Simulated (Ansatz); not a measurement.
Relaxation of C3H5FSTe (11 atoms, charge 0, multiplicity 1), to a largest force component of 0.015 eV/Å in at most 40 steps.

All numbers below come from RKS PBE0-D4/def2-SVP in Ansatz 0.2.0.

```xyz
11
Properties=species:S:1:pos:R:3:forces:R:3
F 0.267 -1.701 1.674 -0.69 0.70 -1.46
C -0.041 -1.245 0.367 2.28 0.20 1.10
C 0.136 0.268 0.247 0.50 -0.55 -0.17
S -0.742 1.325 1.374 0.18 -1.40 1.72
C 0.367 0.807 -1.118 -0.51 0.78 1.60
Te 2.223 0.931 0.038 0.52 -0.13 -0.46
H 0.671 -1.784 -0.317 -0.52 0.52 0.31
H -1.047 -1.477 0.100 -1.33 -0.52 0.07
H -0.225 0.619 2.529 -0.82 1.08 -1.52
H -0.106 1.803 -1.261 0.35 -0.58 -0.45
H 0.363 0.065 -1.899 0.04 -0.10 -0.73
```

Problem. Where does it end, and by what steps?

Solution. The forces met the threshold. After 6 steps the energy has fallen by 0.376 eV; H9 moved furthest, 0.18 Å.

```json
{"step": "0", "energy less start (eV)": "0.0000", "largest force component (eV/Å)": "2.277", "accepted": "yes"}
{"step": "1", "energy less start (eV)": "-0.3014", "largest force component (eV/Å)": "0.904", "accepted": "yes"}
{"step": "2", "energy less start (eV)": "-0.3605", "largest force component (eV/Å)": "0.408", "accepted": "yes"}
{"step": "3", "energy less start (eV)": "-0.3725", "largest force component (eV/Å)": "0.155", "accepted": "yes"}
{"step": "4", "energy less start (eV)": "-0.3748", "largest force component (eV/Å)": "0.124", "accepted": "yes"}
{"step": "5", "energy less start (eV)": "-0.3756", "largest force component (eV/Å)": "0.029", "accepted": "yes"}
{"step": "6", "energy less start (eV)": "-0.3757", "largest force component (eV/Å)": "0.007", "accepted": "yes"}
```

```xyz
11
Properties=species:S:1:pos:R:3
F 0.312 -1.637 1.666
C 0.002 -1.223 0.401
C 0.186 0.265 0.267
S -0.792 1.237 1.392
C 0.368 0.819 -1.079
Te 2.316 0.861 -0.090
H 0.645 -1.751 -0.322
H -1.059 -1.470 0.207
H -0.398 0.569 2.497
H -0.037 1.815 -1.279
H 0.324 0.127 -1.927
```

Whether the end is a true minimum wasn't checked by a vibrational analysis.

Time of the run: 41 s on 2 threads of Arm Neoverse V2 (shared host), peak memory 0.35 GiB.
